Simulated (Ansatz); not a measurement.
Two isomers of CH6BNOSi: A = `N=C([SiH3])BO`, B = `C[SiH]1NB1O`.

Computed with Ansatz on PBE0-D4/def2-TZVP structures; ΔE is electronic, products minus reactants. CBS: MP2 limit from def2 TZ/QZ plus the TZ coupled-cluster correction, frozen cores. DFT in def2-TZVPP. B3LYP here is the variant with VWN-RPA as its local correlation; programs differ in this. One conformer a species, not always the lowest.

Problem. Which isomer does CCSD(T)/CBS put lower? Give the gap. (Best estimate.)

Solution. Computed: B, by 36.6 kcal/mol.

Problem. Give E(B) − E(A) in kcal/mol with r2SCAN-D4, CCSD/def2-TZVPP, B2PLYP, HF/def2-TZVPP, B3LYP-D4, ωB97M-V, PBE0-D4. (Estimate.)

Solution. Computed: r2SCAN-D4 -40.6, CCSD/def2-TZVPP -35.1, B2PLYP -36.1, HF/def2-TZVPP -29.4, B3LYP-D4 -34.9, ωB97M-V -38.1, PBE0-D4 -41.3. None reverses the order clearly.

Largest T1 diagnostic: 0.014.

From PBE to PBE0 (25 % exact exchange), in def2-TZVPP and without D4, E(B) − E(A) moves by −1.7 kcal/mol. In def2-TZVPP, CCSD(T) changes the Hartree–Fock value by −5.7 kcal/mol (the triples alone add +0.0 kcal/mol) and MP2 by −9.9 kcal/mol.
